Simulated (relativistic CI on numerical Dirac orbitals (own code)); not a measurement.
Calculated at this level of theory: Dirac-Coulomb-Breit CI, KLI orbitals optimised for each configuration, QED by a radiative potential, unscaled Slater integrals (own radial code, finite nucleus).

Configuration list (outside the closed core [Ne]): 3s²3p⁶, 3s²3p⁵3d, 3s3p⁶3d, 3s²3p⁵4s, 3s²3p⁵4p, 3s²3p⁵4d, 3p⁶3d4p, 3s3p⁶4s, 3s²3p⁵4f, 3s3p⁶4p, 3s3p⁶4d, 3s3p⁶4f, 3s²3p⁵5s, 3s²3p⁵5p, 3s²3p⁵5d, 3s²3p⁵5f, 3s²3p⁵5g, 3s3p⁶5s, 3s3p⁶5p, 3s3p⁶5d, 3s3p⁶5f, 3p⁶3d², 3p⁵3d³, 3p⁵3d²4s, 3p⁵3d²4p, 3p⁵3d²4d, 3p⁶3d4s, 3p⁵3d4s², 3p⁵3d4s4p, 3p⁵3d4s4d, 3p⁶4s², 3p⁵4s²4p, 3p⁵4s²4d. Double excitations out of closed p, d and f shells are left out; levels of such configurations are missing from the list, as are those of other unlisted configurations, and high levels can miss mixing partners. These lack a partner that the ground configuration has and come out too high: 3s²3p⁵4f, 3s²3p⁵5s, 3s²3p⁵5p, 3s²3p⁵5d, 3s²3p⁵5f.

At this charge energies of transitions that change n are usually good to better than 1 %, and those within a shell (Δn = 0) to a few per cent.

Outline of the computed level scheme of Gd XLVII. Lowest level of each configuration: 3s²3p⁶ ¹S0 at 0.00 eV; 3s²3p⁵3d ³P°0 at 196.05 eV; 3s3p⁶3d ³D1 at 554.43 eV; 3p⁶3d² ³F2 at 1123.15 eV; 3p⁵3d³ ³D°2 at 1319.52 eV.

Some strong electric-dipole decays among the lowest 45 levels: 3s²3p⁵3d ¹P°1 → 3s²3p⁶ ¹S0 (2.0e+12 s⁻¹); 3s3p⁶3d ³D2 → 3s²3p⁵3d ³F°3 (1.0e+12 s⁻¹); 3s3p⁶3d ³D3 → 3s²3p⁵3d ³F°4 (9.7e+11 s⁻¹); 3s3p⁶3d ³D1 → 3s²3p⁵3d ³D°2 (6.1e+11 s⁻¹); 3s3p⁶3d ³D1 → 3s²3p⁵3d ³P°1 (5.7e+11 s⁻¹); 3s²3p⁵3d ¹P°1 → 3s²3p⁶ ¹S0 (5.1e+11 s⁻¹); 3s3p⁶3d ³D2 → 3s²3p⁵3d ³D°2 (3.5e+11 s⁻¹); 3s3p⁶3d ³D1 → 3s²3p⁵3d ³P°0 (2.6e+11 s⁻¹).

LS names give the leading component of a level, which can be under half, so a name can repeat, a term be missing and a line seem to break the LS rules.
